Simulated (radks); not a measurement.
These are the eigenvalues of the occupied orbitals of an atom or ion with whole-number occupations (hartree). All-electron calculation, Dirac Kohn-Sham, PBEsol, spin-unpolarised, spherical densities, point nucleus. Program: a radial shooting solver on a logarithmic mesh with Libxc functionals.

orbital  eigenvalue
1s1/2     -32.29798
2s1/2      -2.86148
2p1/2      -2.01333
2p3/2      -2.00836

Which element is it, and in what charge state? The configuration may be excited. Open shells, if any, are shared by 2j + 1.

Answer. Z = 10, neon, charge +2: Ne2+ in [He] 2s2 2p4. The list shows which subshells hold electrons but not how many an open one holds; the 1s level, -32.298 hartree, gives Z - s = 8.0 by -(Z - s)^2/2, which with screening and relativity narrows Z to a few neighbours, and the depths of the outer levels then fix element, charge and occupations together.
